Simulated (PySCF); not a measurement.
Molecule: CH3Mg, charge 1, multiplicity 1. It need not be the lowest isomer of its formula. 
Coordinates optimised at B3LYP-D3(BJ)/def2-TZVP (Ansatz):
```xyz
5

Mg    -0.6598    -0.3921    -0.5360
C      0.8075     0.4799     0.6560
H      1.2964    -0.3340     1.1867
H      0.2920     1.1615     1.3290
H      1.4842     0.9987    -0.0193
```
Charge +1, spin multiplicity 1.

Dispersion corrections to the total energy (kcal/mol) from the dftd3 and dftd4 libraries through PySCF: D3(BJ) without and D4 with the three-body term, each with the damping fitted for the functional named.

| functional | D3(BJ) | D4 |
|---|---|---|
| B3LYP | -3.12 | -1.97 |
| HF | -15.56 | [?] |
| TPSS | -2.14 | -1.62 |
| r2SCAN | -0.42 | -0.25 |
| B2PLYP | -1.49 | [?] |
| PW6B95 | [?] | -1.09 |
| LC-wPBE | -1.62 | -1.35 |

**Question.** What belongs in the gaps?

**Answer.** 
- HF, D4: -4.72
- B2PLYP, D4: -0.82
- PW6B95, D3(BJ): -0.91
